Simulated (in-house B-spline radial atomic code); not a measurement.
# Binding energies in Bi⁺

NIST's tabulated ground configuration is [Xe] 4f14 5d10 6s2 6p2; each binding energy is the energy of the ion with one electron taken from that subshell, relaxed, less that of the parent. Computed with a B-spline radial code for spherical atoms: Dirac-Hartree-Fock, average of configuration, Fermi nucleus of rms radius 5.5211 fm. Energies include first-order Breit, QED and recoil terms.

```
subshell  X-ray name  binding energy (eV)  -ε (eV)  relaxation (eV)
      1s           K              90538.7  91150.4             96.7
      2s          L1              16410.7  16536.1             58.2
      3s          M1               4023.9   4070.7             32.9
   3d3/2          M4               2706.2   2746.3             35.1
   3d5/2          M5                 2598   2635.6             34.2
      4s          N1                962.9    980.6             14.5
   4d3/2          N4                  485    498.7             13.1
   4d5/2          N5                  461    473.9             12.7
      5s          O1                184.9    190.1              4.6
   4f5/2          N6                178.1    190.6             12.8
   4f7/2          N7                172.8    185.0             12.6
   5d3/2          O4                43.15    45.95             2.83
   5d5/2          O5                40.16    42.74             2.64
      6s          P1                25.33    25.99             0.59
      6p           -                14.82    15.13             0.29
```

Relaxation = -ε minus the binding energy without Breit, QED and recoil terms.

Emission lines follow as differences of binding energies, with λ = 12398.42 eV·Å / E:

```csv
line,holes,energy (eV),wavelength (Å)
M5-N7,3d5/2 → 4f7/2,2425.2,5.1123
M4-N6,3d3/2 → 4f5/2,2528.1,4.9042
```

(1) What does it cost to remove both a 4s and a 4d5/2 electron?

(2) What does it cost to remove both a 3s and a 4f7/2 electron?

(3) What does it cost to remove both a 3d3/2 and a 6p electron?

## Answers

(1) 1455.6 eV, which is 31.76 eV more than the two single binding energies together.

(2) 4233.4 eV, which is 36.65 eV more than the two single binding energies together.

(3) 2731.1 eV, which is 10.14 eV more than the two single binding energies together.
